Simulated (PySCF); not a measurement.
# Dipole moment and polarisability of `C#C/C=C\[Si@@H](N)F`

C₄H₆FNSi.
Cartesian coordinates in Å at the GFN2-xTB level; atoms count from 1:
```xyz
13
C4H6FNSi angstrom
C      2.130   -1.381    0.451
C      1.713   -0.254    0.438
C      1.246    1.076    0.439
C      0.056    1.441   -0.047
Si    -1.197    0.261   -0.812
N     -1.578   -1.161    0.072
F     -2.586    1.084   -0.835
H      2.498   -2.363    0.460
H      1.933    1.796    0.871
H     -0.199    2.492    0.003
H     -0.897   -0.094   -2.190
H     -2.290   -1.117    0.783
H     -0.836   -1.780    0.349
```

Level: wB97X-D/def2-SVPD (PySCF), static field, nuclei fixed, core orbitals frozen in the response. The polarisability tensor in these axes (au):

```
x    87.33 -11.92  10.26
y   -11.92  86.56  -3.06
z    10.26  -3.06  61.79
```

Problem. Diagonalise the tensor; give its mean and Δα, where Δα² is half the sum of the squared differences of the eigenvalues.

Solution. Principal values 58.13, 76.34 and 101.21 au; mean 78.56 au = 11.64 Å³ = 12.95 × 10⁻⁴⁰ C²·m²/J; Δα = 37.46 au (48 % of the mean).

Problem. What is the dipole moment, and where does it point?

Solution. (1.97, -0.69, 1.39) D, 2.51 D in size, pointing from the negative to the positive side. Measured along this direction, the outermost atoms are F7 at the negative end and H8 at the positive end.

Problem. Traceless (Buckingham) quadrupole moment about the centre of nuclear charge: eigenvalues?

Solution. -7.31, -0.68, 7.99 D·Å. The values depend on the origin, since the dipole doesn't vanish. The electronic extent ⟨r²⟩ about the same centre is 1019 bohr², a root-mean-square distance of 2.18 Å for the 60 electrons.

Problem. How large is μ²/3kT at 500 K beside α?

Solution. In Gaussian units μ²/3kT = 30.43 Å³ against 11.64 Å³, a ratio of 2.61; the Debye molar polarisation (4π/3)N_A(α + μ²/3kT) is 106.1 cm³/mol, leaving out the vibrational part.

Problem. Estimate the molar refractivity from the static electronic polarisability.

Solution. Lorentz–Lorenz: R = (4π/3)N_A α = 2.5225 cm³/(mol·Å³) × 11.64 Å³ = 29.4 cm³/mol, in the limit of long wavelengths.

Problem. Directions of the eigenvectors, and the extent of the frame along each?

Solution. Largest value along (0.73, -0.64, 0.24), where the nuclei span 6.23 Å; middle along (0.59, 0.77, 0.26), 4.75 Å; least along (-0.35, -0.04, 0.94), 3.31 Å. The response follows the extents in order.

One conformer (not necessarily the lowest) at the GFN2-xTB geometry, without solvent, vibrations or thermal averaging.
